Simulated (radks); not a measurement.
Er III, configuration [Xe] 4f9.5 6p2.5 (fractional occupations, a model configuration). All-electron calculation, Dirac Kohn-Sham, PBE, spin-unpolarised, spherical densities, point nucleus; open shells fill j = l - 1/2 first. Program: a radial shooting solver on a logarithmic mesh with Libxc functionals.

Normalised radial functions P(r) = r R(r) (large component), r in bohr:

r	6p3/2
0.002142	0.0013
0.003406	0.0031
0.005375	0.0069
0.00848	0.0151
0.01338	0.0306
0.02111	0.0560
0.03357	0.0855
0.05297	0.0889
0.08357	0.0189
0.1319	-0.1057
0.208	-0.0984
0.3309	0.1308
0.522	0.1418
0.8236	-0.2202
1.299	-0.2609
2.05	0.2809
3.235	0.6380
5.144	0.3219
8.117	0.0401

6p3/2: eigenvalue -15.058 eV, 4 radial nodes at r = 0.0899, 0.260, 0.636, 1.67 bohr, <r> = 3.51 bohr, 90 % of the charge inside 4.98 bohr.
